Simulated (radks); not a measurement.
Task: Radial electron density D(r) = 4 pi r^2 rho(r) of an atom or ion with 15 electrons. Calculated with a radial shooting solver on a logarithmic mesh with Libxc functionals: non-relativistic Kohn-Sham, Wu-Cohen GGA, spin-unpolarised, spherical densities, point nucleus.

| r (bohr) | D(r) (e/bohr) |
|---|---|
| 0.004207 | 0.7338 |
| 0.004819 | 0.9422 |
| 0.005521 | 1.206 |
| 0.006326 | 1.537 |
| 0.007247 | 1.952 |
| 0.008303 | 2.467 |
| 0.009513 | 3.100 |
| 0.0109 | 3.871 |
| 0.01249 | 4.800 |
| 0.01431 | 5.901 |
| 0.01639 | 7.188 |
| 0.01878 | 8.661 |
| 0.02151 | 10.31 |
| 0.02465 | 12.10 |
| 0.02824 | 13.97 |
| 0.03235 | 15.84 |
| 0.03706 | 17.60 |
| 0.04246 | 19.11 |
| 0.04865 | 20.22 |
| 0.05574 | 20.79 |
| 0.06386 | 20.74 |
| 0.07316 | 20.05 |
| 0.08382 | 18.84 |
| 0.09603 | 17.32 |
| 0.11 | 15.84 |
| 0.126 | 14.78 |
| 0.1444 | 14.46 |
| 0.1654 | 15.06 |
| 0.1895 | 16.47 |
| 0.2189 | 18.43 |
| 0.2508 | 20.09 |
| 0.2873 | 20.89 |
| 0.3292 | 20.34 |
| 0.3771 | 18.32 |
| 0.4321 | 15.13 |
| 0.495 | 11.44 |
| 0.5672 | 8.035 |
| 0.6498 | 5.552 |
| 0.7444 | 4.241 |
| 0.8529 | 3.915 |
| 0.9771 | 4.086 |
| 1.119 | 4.216 |
| 1.283 | 3.958 |
| 1.469 | 3.266 |
| 1.684 | 2.334 |
| 1.929 | 1.432 |
| 2.21 | 0.7600 |
| 2.532 | 0.3693 |
| 2.9 | 0.1934 |
| 3.323 | 0.1369 |
| 3.807 | 0.1312 |
| 4.362 | 0.1306 |
| 4.997 | 0.1142 |
| 5.725 | 0.08170 |
| 6.559 | 0.04822 |
| 7.515 | 0.02305 |
| 8.61 | 0.008499 |
| 9.864 | 0.002308 |
| 11.3 | 0.0004441 |

What is the nuclear charge?

Result: Z = 18. The innermost maximum, from 1s, lies near 1/Z = 0.0556 bohr (found: 0.0589), and its height grows with Z. The density is that of the argon ion Ar3+ in [Ne] 3s1.5 3p3 4f0.5; the configuration itself is not fixed sharply by these data, and Z only to about a unit. D(r) has 4 maxima, at r = 0.0589, 0.292, 1.11, 4.09 bohr, and minima at 0.142, 0.846, 3.66 bohr, inside which lie 2.18, 10.44, 14.65 electrons.
